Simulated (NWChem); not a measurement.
System: Si$_{2}$NH$_{3}$F$_{4}$; SMILES F[SiH](F)N[SiH](F)F

Here is an NWChem input.

```
start job
memory heap 200 mb stack 900 mb global 1100 mb
geometry units angstroms
  Si    -1.443565     0.408057     0.009764
  F     -2.541085     0.437225    -1.170337
  F     -2.114605    -0.428738     1.211600
  N     -0.069464    -0.403989    -0.632178
  Si     1.544775    -0.344428    -0.065452
  F      1.463951     0.428943     1.346997
  F      2.488830     0.539951    -1.024871
  H     -1.154211     1.764618     0.495857
  H     -0.265574    -1.006875    -1.429260
  H      2.188660    -1.660695     0.083907
end
basis spherical
  * library 3-21g
end
dft
  xc b3lyp
  iterations 150
end
driver
  maxiter 120
end
task dft optimize
task dft freq
```

Output (shortened):

```
             Northwest Computational Chemistry Package (NWChem) 7.3.0
             --------------------------------------------------------

 C1  symmetry detected

                             Geometry "geometry" -> ""
                             -------------------------

 Output coordinates in angstroms (scale by  1.889725989 to convert to a.u.)

  No.       Tag          Charge          X              Y              Z
 ---- ---------------- ---------- -------------- -------------- --------------
    1 Si                  14.0000    -0.02042991    -1.38278053     0.32299443
    2 F                    9.0000    -1.20943233    -2.46146858     0.17896442
    3 F                    9.0000     1.27715288    -2.06988654    -0.33964766
    4 N                    7.0000    -0.52021695     0.00425099    -0.56358228
    5 Si                  14.0000     0.05698440     1.60903948    -0.41530572
    6 F                    9.0000     1.34466269     1.50298243     0.54920654
    7 F                    9.0000    -1.00319307     2.56509487     0.33023616
    8 H                    1.0000     0.27357553    -1.10603647     1.73623305
    9 H                    1.0000    -1.22706966    -0.17699429    -1.27406083
   10 H                    1.0000     0.40053846     2.25514892    -1.69357331

 Effective nuclear repulsion energy (a.u.)     494.9302665565

                                Z-matrix (autoz)
                                --------

 Units are Angstrom for bonds and degrees for angles

      Type          Name      I     J     K     L     M      Value
      ----------- --------  ----- ----- ----- ----- ----- ----------
    1 Stretch                  1     2                       1.61184
    2 Stretch                  1     3                       1.61088
    3 Stretch                  1     4                       1.72037
    4 Stretch                  1     8                       1.46979
    5 Stretch                  4     5                       1.71187
    6 Stretch                  4     9                       1.01846
    7 Stretch                  5     6                       1.61234
    8 Stretch                  5     7                       1.61054
    9 Stretch                  5    10                       1.47291
   10 Bend                     1     4     5               127.82264
   11 Bend                     1     4     9               114.68625
   12 Bend                     2     1     3               105.78267
   13 Bend                     2     1     4               106.21293
   14 Bend                     2     1     8               111.06855
   15 Bend                     3     1     4               111.46410
   16 Bend                     3     1     8               108.34345
   17 Bend                     4     1     8               113.69205
   18 Bend                     4     5     6               105.03641
   19 Bend                     4     5     7               112.00162
   20 Bend                     4     5    10               114.50037
   21 Bend                     5     4     9               117.46872
   22 Bend                     6     5     7               106.72942
   23 Bend                     6     5    10               111.20635
   24 Bend                     7     5    10               107.15047
   25 Torsion                  1     4     5     6           9.49464
   26 Torsion                  1     4     5     7        -105.97365
   27 Torsion                  1     4     5    10         131.77336
   28 Torsion                  2     1     4     5         159.96855
   29 Torsion                  2     1     4     9         -21.81239
   30 Torsion                  3     1     4     5         -85.27954
   31 Torsion                  3     1     4     9          92.93952
   32 Torsion                  5     4     1     8          37.52816
   33 Torsion                  6     5     4     9        -168.68156
   34 Torsion                  7     5     4     9          75.85015
   35 Torsion                  8     1     4     9        -144.25277
   36 Torsion                  9     4     5    10         -46.40284

                           NWChem Geometry Optimization
                           ----------------------------

 maximum gradient threshold         (gmax) =   0.000450
 rms gradient threshold             (grms) =   0.000300
 maximum cartesian step threshold   (xmax) =   0.001800
 rms cartesian step threshold       (xrms) =   0.001200
 fixed trust radius                (trust) =   0.300000
 source of zmatrix                         =   autoz

          -------------------
          Energy Minimization
          -------------------

 Using diagonal initial Hessian
 Scaling for Hessian diagonals: bonds = 1.00  angles = 0.25  torsions = 0.10

          --------
          Step   0

                                 NWChem DFT Module
                                 -----------------

 Summary of "ao basis" -> "ao basis" (spherical)
 ------------------------------------------------------------------------------
       Tag                 Description            Shells   Functions and Types
 ---------------- ------------------------------  ------  ---------------------
 Si                          3-21g                   7       13   4s3p
 F                           3-21g                   5        9   3s2p
 N                           3-21g                   5        9   3s2p
 H                           3-21g                   2        2   2s

            General Information
            -------------------
          SCF calculation type: DFT
          Wavefunction type:  closed shell.
          No. of atoms     :    10
          No. of electrons :    74
           Alpha electrons :    37
            Beta electrons :    37
          Charge           :     0
          Spin multiplicity:     1
          Use of symmetry is: off; symmetry adaption is: off
          Maximum number of iterations: 150
          AO basis - number of functions:    77
                     number of shells:    45
          Convergence on energy requested:  1.00D-06
          Convergence on density requested:  1.00D-05
          Convergence on gradient requested:  5.00D-04

              XC Information
              --------------
                         B3LYP Method XC Potential
                     Hartree-Fock (Exact) Exchange  0.200
                        Slater Exchange Functional  0.800 local
                    Becke 1988 Exchange Functional  0.720 non-local
              Lee-Yang-Parr Correlation Functional  0.810
                  VWN I RPA Correlation Functional  0.190 local

             Grid Information
             ----------------
          Grid used for XC integration:  medium
          Radial quadrature: Mura-Knowles
          Angular quadrature: Lebedev.
          Tag              B.-S. Rad. Rad. Pts. Rad. Cut. Ang. Pts.
          ---              ---------- --------- --------- ---------
          Si                  1.10       88          10.0       590
          F                   0.50       49          11.0       434
          N                   0.65       49           8.0       434
          H                   0.35       45          11.0       434
          Grid pruning is: on
          Number of quadrature shells:   556
          Spatial weights used:  Erf1

      Superposition of Atomic Density Guess
      -------------------------------------

 Sum of atomic energies:       -1025.59782185

      Non-variational initial energy
      ------------------------------

[...]

      ----------------------
      Optimization converged
      ----------------------

  Step       Energy      Delta E   Gmax     Grms     Xrms     Xmax
  ---- ---------------- -------- -------- -------- -------- --------
@   21   -1029.68420501 -1.1D-09  0.00000  0.00000  0.00054  0.00115
                                     ok       ok       ok       ok

                                Z-matrix (autoz)
                                --------

 Units are Angstrom for bonds and degrees for angles

      Type          Name      I     J     K     L     M      Value     Gradient
      ----------- --------  ----- ----- ----- ----- ----- ---------- ----------
    1 Stretch                  1     2                       1.63818   -0.00000
    2 Stretch                  1     3                       1.63790   -0.00000
    3 Stretch                  1     4                       1.73089    0.00000
    4 Stretch                  1     8                       1.46832   -0.00000
    5 Stretch                  4     5                       1.72968   -0.00000
    6 Stretch                  4     9                       1.02084    0.00000
    7 Stretch                  5     6                       1.63744    0.00000
    8 Stretch                  5     7                       1.63653    0.00000
    9 Stretch                  5    10                       1.47374    0.00000
   10 Bend                     1     4     5               124.85615    0.00000
   11 Bend                     1     4     9               118.91727   -0.00000
   12 Bend                     2     1     3               102.83111    0.00000
   13 Bend                     2     1     4               110.89689   -0.00000
   14 Bend                     2     1     8               111.90878    0.00000
   15 Bend                     3     1     4               111.61420   -0.00000
   16 Bend                     3     1     8               111.91950    0.00000
   17 Bend                     4     1     8               107.70114   -0.00000
   18 Bend                     4     5     6               107.72380    0.00000
   19 Bend                     4     5     7               112.97843   -0.00000
   20 Bend                     4     5    10               109.54959    0.00000
   21 Bend                     5     4     9               116.18304   -0.00000
   22 Bend                     6     5     7               103.33459   -0.00000
   23 Bend                     6     5    10               113.04925   -0.00000
   24 Bend                     7     5    10               110.12375    0.00000
   25 Torsion                  1     4     5     6          40.33708    0.00000
   26 Torsion                  1     4     5     7         -73.14847    0.00000
   27 Torsion                  1     4     5    10         163.68101    0.00000
   28 Torsion                  2     1     4     5         129.66056   -0.00000
   29 Torsion                  2     1     4     9         -52.83610   -0.00000
   30 Torsion                  3     1     4     5        -116.32493    0.00000
   31 Torsion                  3     1     4     9          61.17841    0.00000
   32 Torsion                  5     4     1     8           6.90155   -0.00000
   33 Torsion                  6     5     4     9        -137.22769    0.00000
   34 Torsion                  7     5     4     9         109.28676    0.00000
   35 Torsion                  8     1     4     9        -175.59512    0.00000
   36 Torsion                  9     4     5    10         -13.88376   -0.00000

                         Geometry "geometry" -> "geometry"
                         ---------------------------------

 Output coordinates in angstroms (scale by  1.889725989 to convert to a.u.)

  No.       Tag          Charge          X              Y              Z
 ---- ---------------- ---------- -------------- -------------- --------------
    1 Si                  14.0000    -0.06300806    -1.37337471     0.32812065
    2 F                    9.0000    -1.40605504    -2.30265232     0.45581652
    3 F                    9.0000     1.04588139    -2.41754996    -0.27418888
    4 N                    7.0000    -0.33326845    -0.04175815    -0.74414096
    5 Si                  14.0000     0.02048644     1.61098074    -0.37655987
    6 F                    9.0000     1.44740325     1.64881503     0.42573637
    7 F                    9.0000    -1.03098532     2.26694900     0.69224906
    8 H                    1.0000     0.34908150    -0.82474733     1.62625393
    9 H                    1.0000    -0.69408456    -0.22760818    -1.68083018
   10 H                    1.0000     0.03712089     2.40029616    -1.62099184

 Effective nuclear repulsion energy (a.u.)     489.2244744054

[...]

 Rotational Constants
 --------------------
 A=   0.105638 cm-1  (  0.151986 K)
 B=   0.031764 cm-1  (  0.045700 K)
 C=   0.027379 cm-1  (  0.039392 K)

 Temperature                      =   298.15K
 frequency scaling parameter      =   1.0000

 Zero-Point correction to Energy  =   30.798 kcal/mol  (  0.049080 au)
 Thermal correction to Energy     =   36.024 kcal/mol  (  0.057407 au)
 Thermal correction to Enthalpy   =   36.616 kcal/mol  (  0.058351 au)

 Total Entropy                    =   94.062 cal/mol-K
   - Translational                =   40.888 cal/mol-K (mol. weight = 148.9740)
   - Rotational                   =   29.240 cal/mol-K (symmetry #  =        1)
   - Vibrational                  =   23.935 cal/mol-K

 Cv (constant volume heat capacity) =   27.491 cal/mol-K
   - Translational                  =    2.979 cal/mol-K
   - Rotational                     =    2.979 cal/mol-K
   - Vibrational                    =   21.532 cal/mol-K

[normal modes left out]

 ----------------------------------------------------------------------------
 Normal Eigenvalue ||           Projected Infra Red Intensities
  Mode   [cm**-1]  || [atomic units] [(debye/angs)**2] [(KM/mol)] [arbitrary]
 ------ ---------- || -------------- ----------------- ---------- -----------
    1       -0.000 ||    0.000443           0.010         0.432       0.065
    2       -0.000 ||    0.000237           0.005         0.231       0.035
    3        0.000 ||    0.000861           0.020         0.840       0.127
    4        0.000 ||    0.000022           0.001         0.021       0.003
    5        0.000 ||    0.000248           0.006         0.242       0.037
    6        0.000 ||    0.000141           0.003         0.137       0.021
    7       28.482 ||    0.000240           0.006         0.234       0.035
    8       46.415 ||    0.003092           0.071         3.015       0.456
    9      116.655 ||    0.007350           0.170         7.165       1.084
   10      211.550 ||    0.000571           0.013         0.557       0.084
   11      267.504 ||    0.021501           0.496        20.960       3.170
   12      319.392 ||    0.039769           0.918        38.769       5.863
   13      339.700 ||    0.009393           0.217         9.157       1.385
   14      354.668 ||    0.008927           0.206         8.703       1.316
   15      451.851 ||    0.046701           1.077        45.527       6.885
   16      646.344 ||    0.170765           3.940       166.470      25.176
   17      714.268 ||    0.054188           1.250        52.826       7.989
   18      839.304 ||    0.055307           1.276        53.916       8.154
   19      873.734 ||    0.059864           1.381        58.359       8.826
   20      887.193 ||    0.006151           0.142         5.997       0.907
   21      897.436 ||    0.011485           0.265        11.196       1.693
   22      932.420 ||    0.101447           2.340        98.896      14.957
   23      972.721 ||    0.118937           2.744       115.945      17.535
   24     1012.852 ||    0.018999           0.438        18.521       2.801
   25     1033.046 ||    0.396343           9.144       386.374      58.434
   26     1051.927 ||    0.326917           7.542       318.695      48.198
   27     1300.404 ||    0.272021           6.276       265.179      40.105
   28     2353.623 ||    0.147865           3.411       144.146      21.800
   29     2379.202 ||    0.109706           2.531       106.947      16.174
   30     3523.039 ||    0.045329           1.046        44.189       6.683
 ----------------------------------------------------------------------------
```

Level: B3LYP/3-21G. B3LYP is NWChem's, with the RPA form of VWN correlation.
